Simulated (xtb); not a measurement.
xtb input:

```bash
xtb mol.xyz --gfn 2 --ohess tight --chrg -1 --uhf 0
```
mol.xyz:
```
10

F      1.89871986     0.81501016     0.08255251
C      0.67180448     0.24537901     0.02473388
C      0.36066944    -1.08176104     0.11540790
C     -1.03769801    -1.20386442    -0.02312090
C     -1.58938399     0.08561384    -0.09081035
C     -0.53890528     1.02972396    -0.09097446
H      1.03146659    -1.95198754     0.15671067
H     -1.64904676    -2.13290390    -0.00177494
H     -2.66628975     0.38814717    -0.20515058
H     -0.57987436     2.10886003    -0.15563017
```

**Question.** Which total energy does the run end on?

**Answer.** -17.63837 Eh (GFN2-xTB).

It need not be the lowest isomer of its formula. Whether it binds its extra electron was not tested at this geometry.
